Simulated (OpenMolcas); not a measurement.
## Te III: effect of the active space

* Program: OpenMolcas 26.06
* Method: CASSCF
* Basis: ANO-R1
* Scalar Hamiltonian: X2C, finite nucleus
* Spin-orbit coupling: RASSI with atomic mean-field integrals over the reference wave functions, term energies averaged over their components

A. 2 electrons in 3 orbitals (5p); 2S+1 = 3 even, 3 roots; 2S+1 = 1 even, 6 roots; cost about 2.3 core-seconds
B. 4 electrons in 4 orbitals (5s 5p); 2S+1 = 3 even, 6 roots; 2S+1 = 1 even, 11 roots; 2S+1 = 5 odd, 1 root; 2S+1 = 3 odd, 9 roots; 2S+1 = 1 odd, 8 roots; cost of the order of 14 core-seconds

Energies in eV above 5s2 5p2 3P0, the measured ground level; measured values from the list in Zhang, Palmeri, Quinet and Biemont, Astron. Astrophys. 551, A136 (2013).

```
      Level       A       B  Measured
5s2 5p2 3P0  0.0000  0.0000    0.0000
5s2 5p2 3P1  0.5178  0.5493    0.5898
5s2 5p2 3P2  0.9918  1.0125    1.0126
5s2 5p2 1D2  2.3428  2.3607    2.1523
5s2 5p2 1S0  4.3488  3.6753    3.7689
```

Deviations, from unrounded energies. A percentage is the sum of absolute deviations over the sum of measured energies, with the sign that they share, or ± where signs differ.

```json
{"Against measurement": "mean absolute deviation (cm-1)", "Levels": "4", "A": "1700", "B": "690"}
{"Against measurement": "fine structure of the ground term (%)", "Levels": "2", "A": "-5.8", "B": "-2.5"}
{"Against measurement": "other terms of the ground configuration (%)", "Levels": "2", "A": "+13.0", "B": "±5.1"}
```

B lies closest to measurement on these levels. The largest miss of B in the table is 5s2 5p2 1D2, by +1700 cm-1. The ranking rests on the paired levels alone, and a cruder setting can come out closer through cancelling errors.

Between A and B the level of the table that moves most is 5s2 5p2 1S0, by 5400 cm-1 (lowest in B, highest in A).

With the s shell closed, the reference lacks s² → p² mixing (holds for A). Computed and measured levels are paired by configuration, term and J; levels that our copy of the source lacks, or whose pairing is in doubt (as where it misses far off the trend of its configuration), stay unpaired and out of the deviations. Levels of configurations outside the active space are missing. The table leaves out levels that lie high or whose names do not pair safely across all columns.
